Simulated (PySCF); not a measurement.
Exercise with solution: dipole moment from atomic charges

Te(NH2)(OSiH3) (H5NOSiTe), SMILES [SiH3]O[Te]N. Atoms are numbered in the order given.

```xyz
9

Te    -0.6012     0.0467     0.5869
N     -0.6596     1.9729     0.0011
H      0.0258     2.5804     0.4467
H     -0.6809     2.1216    -1.0061
O      1.2289    -0.5557    -0.0586
Si     1.5505    -0.9500    -1.6489
H      0.7674    -2.1400    -2.1000
H      3.0065    -1.2463    -1.7507
H      1.2224     0.1889    -2.5643
```

Geometry optimised at B3LYP-D3(BJ)/def2-SVP. The def2 effective core potentials stand for the cores of Te; spin–orbit coupling is left out. Other conformers were not sampled.

Charges (e) from HF/def2-TZVP in PySCF:

| atom | Mulliken | ESP fit |
|---|---|---|
| Te1 | 0.602 | 0.338 |
| N2 | -0.729 | -0.833 |
| H3 | 0.265 | 0.375 |
| H4 | 0.265 | 0.372 |
| O5 | -0.713 | -0.423 |
| Si6 | 0.531 | 0.509 |
| H7 | -0.071 | -0.119 |
| H8 | -0.063 | -0.095 |
| H9 | -0.087 | -0.125 |

The dipole moment of the full density is 1.36 D.

### Question
What dipole moment does each set of point charges give, and which comes closer to that of the density?

### Answer

μ = Σ q r, and 1 e Å = 4.8032 D.
Mulliken: Σ q r = (-0.458, -0.058, -0.147) e Å, |μ| = 2.33 D.
ESP fit: Σ q r = (-0.158, 0.230, -0.087) e Å, |μ| = 1.40 D.
ESP fit comes closer in size. Point charges leave out the atoms' own dipoles (lone pairs, polarised bonds); fits to the potential absorb them, partitions of the density don't.
